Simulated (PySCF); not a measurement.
B(OMe)(SH)2, CH₅BOS₂, SMILES COB(S)S (CAM-B3LYP/def2-SVP optimised geometry):

```
10

B      0.281     0.014     0.000
O     -0.374     1.191     0.000
C     -1.780     1.308     0.003
H     -2.221     0.831    -0.887
H     -2.216     0.845     0.903
H     -2.034     2.376    -0.005
S      2.099     0.014     0.000
H      2.221     1.357     0.000
S     -0.647    -1.560     0.000
H      0.424    -2.376     0.001
```

Computed with PySCF with CAM-B3LYP/def2-TZVP.

### Question
What are the frontier orbital energies and the dipole moment?

### Answer
HOMO-2 -10.12 eV, HOMO-1 -9.41 eV, HOMO -8.61 eV, LUMO 1.15 eV, LUMO+1 1.37 eV; dipole moment 1.40 D.

On the same geometry PBE/def2-TZVP (PySCF) gives HOMO-2 -7.41 eV, HOMO-1 -6.73 eV, HOMO -6.11 eV, LUMO -0.77 eV, LUMO+1 -0.72 eV; dipole moment 1.35 D.

Meta-Löwdin charges at CAM-B3LYP/def2-TZVP: B1 0.13, O2 -0.37, C3 -0.11, H4 0.11, H5 0.11, H6 0.13, S7 -0.10, H8 0.11, S9 -0.11, H10 0.11.
